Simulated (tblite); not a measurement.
C6H12P2.
Cartesian coordinates in Å at the GFN2-xTB level; atoms count from 1:
```
atom  x, y, z in Å
P1     4.0400   -0.6620    0.2288
C2     2.2825   -0.2916   -0.2513
P3     1.2580    0.3464    1.1762
C4    -0.3744    0.2038    0.3992
C5    -1.3685   -0.6029    0.7588
C6    -2.6137   -0.3530   -0.0354
C7    -2.1257    0.5394   -1.1883
C8    -0.8084    1.1523   -0.6894
H9     4.2181    0.4982    0.9813
H10    3.7257   -1.3998    1.3725
H11    1.8328   -1.1876   -0.6913
H12    2.3175    0.4816   -1.0269
H13    1.1840   -0.8849    1.8405
H14   -1.3349   -1.3370    1.5464
H15   -3.0750   -1.2763   -0.3879
H16   -3.3479    0.1667    0.5877
H17   -1.9303   -0.0757   -2.0677
H18   -2.8554    1.2991   -1.4621
H19   -0.9633    2.1466   -0.2611
H20   -0.0665    1.2475   -1.4839
```

Method: GFN2-xTB as coded in tblite; computed harmonic values from a numerical Hessian at the method's own geometry, unscaled. The method is semi-empirical: single wavenumbers can be off by several per cent or more. Modes of hydrogen on phosphorus can be 10 to 20 % off. One conformer, not necessarily the lowest.

Harmonic wavenumbers (cm⁻¹): 41.5, 53.1, 71.1, 130.6, 174.1, 185.9, 225.3, 248.7, 417.2, 452.5, 619.8, 631.3, 664.0, 744.6, 780.9, 785.8, 810.1, 840.5, 855.3, 868.6, 902.6, 943.2, 973.9, 1008.7, 1041.5, 1076.4, 1081.2, 1103.7, 1109.2, 1138.8, 1151.6, 1187.5, 1191.9, 1222.2, 1284.7, 1292.4, 1319.5, 1404.7, 1467.8, 1474.1, 1495.0, 1661.9, 2243.7, 2256.3, 2322.3, 2915.9, 2926.2, 2936.2, 2942.4, 2978.2, 2984.0, 2991.6, 3014.8, 3106.3.

A = 3893, B = 590.4, C = 566.1 MHz; mass 146.041 u (most abundant isotopes); point group C1, symmetry number 1.

**Question.** Zero-point energy?

**Answer.** ½Σν̃ = 34876 cm⁻¹ = 99.71 kcal/mol.

**Question.** Entropy at 400 K, 1 bar (ideal gas, RRHO, classical rotation)?

**Answer.** Translation 42.33, rotation 30.77, vibration 41.20: S = 114.3 cal/(mol K).

**Question.** And Cp and H(400 K) − H(0)?

**Answer.** Cp = 49.55 cal/(mol K), of which vibrations give 41.60 (their classical limit is 54 R = 107.3); H(400 K) − H(0) = 11.44 kcal/mol without the zero-point energy, 8.26 from vibrations.

**Question.** Which modes carry the vibrational entropy at 400 K?

**Answer.** 41.5 cm⁻¹: 5.77; 53.1 cm⁻¹: 5.28; 71.1 cm⁻¹: 4.70; 130.6 cm⁻¹: 3.51; 174.1 cm⁻¹: 2.95; 185.9 cm⁻¹: 2.82 cal/(mol K); the other 48 give 16.17 together.

**Question.** Blend soft modes into free rotors: weight 1/[1 + (100 cm⁻¹/ν̃)⁴] for the oscillator and the rest for a rotor with moment μB/(μ + B), μ = h/(8π²ν), B = 10⁻⁴⁴ kg m². What vibrational entropy results?

**Answer.** 36.92 cal/(mol K) in place of 41.20, which changes −T·S at 400 K by +1.71 kcal/mol.

**Question.** What must be added to the electronic energy to get the Gibbs energy at 400 K and 1 bar?

**Answer.** ZPE + [H(400 K) − H(0)] − T·S = 99.71 + 11.44 − 45.72 = 65.43 kcal/mol.

**Question.** How do the functions run with temperature in this model?

**Answer.** 
| T (K) | S (cal/(mol K)) | Cp (cal/(mol K)) | H − H(0) (kcal/mol) | G − H(0) (kcal/mol) | ln q(vib) |
| --- | --- | --- | --- | --- | --- |
| 150 | 81.2 | 23.4 | 2.46 | -9.71 | 3.73 |
| 250 | 95.2 | 32.9 | 5.25 | -18.55 | 6.43 |
| 298.15 | 101.4 | 38.3 | 6.96 | -23.29 | 7.69 |
| 600 | 137.9 | 66.8 | 23.19 | -59.54 | 15.53 |
| 900 | 168.4 | 83.2 | 45.91 | -105.62 | 23.02 |

q(vib) and H(0) count from the zero-point level.

Hindered rotation and anharmonicity are outside this model. Other conformers, if any are populated, would add a mixing term that is left out. The structure is chiral; the term R ln 2 for an equal mix with its mirror image is left out.
